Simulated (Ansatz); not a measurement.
Ideal-gas functions of CH2AlClS (`[Cl][Al]1[CH2][S]1`) at 600 K and 1 bar, from an Ansatz frequency run at PBE0-D4/def2-TZVP.

Molar mass 108.53 g/mol, point group Cs (symmetry number 1), electronic degeneracy 1, moments of inertia 41.068, 305.941, 343.755 u Å². Harmonic wavenumbers (cm⁻¹, unscaled): 149, 152, 374, 530, 590, 650, 818, 952, 1004, 1417, 3115, 3191.

Use S(trans) = R[1.5 ln M + 2.5 ln T − 1.1517]; rotational temperatures θ = 24.2544 K / I; S(rot) = R[ln(√π/σ · √(T³/θAθBθC)) + 1.5]; for each mode x = 1.438777 ν̃/T, S = R[x/(eˣ − 1) − ln(1 − e⁻ˣ)] and H = RT x/(eˣ − 1); 1 cm⁻¹ = 0.0119627 kJ/mol; R = 8.31446 J/(mol·K).

Task: By hand: the entropy, in J/(mol·K).

Result: Translation 181.8. Rotation: θ = 0.5906, 0.0793, 0.0706 K, giving 120.8. Vibration, mode by mode: 16.92, 16.75, 9.49, 6.86, 6.09, 5.42, 3.93, 3.05, 2.77, 1.26, 0.04, 0.03, in all 72.6. Electronic 0.0. Sum 375.2 J/(mol·K).

Task: By hand: H − E and G − E in kJ/mol, counted from the electronic energy.

Result: Zero-point energy ½ × 12942 × 0.0119627 = 77.4; thermal vibration 22.9; translation, rotation and pV give 4 RT = 20.0. H − E = 120.3 kJ/mol, and G − E = 120.3 − 600 × 375.2/1000 = -104.8 kJ/mol.

Vibration gives 19 % of the entropy, 16.9 J/(mol·K) of it from the mode under 150 cm⁻¹: soft modes count most, and the harmonic formula is weakest for them.
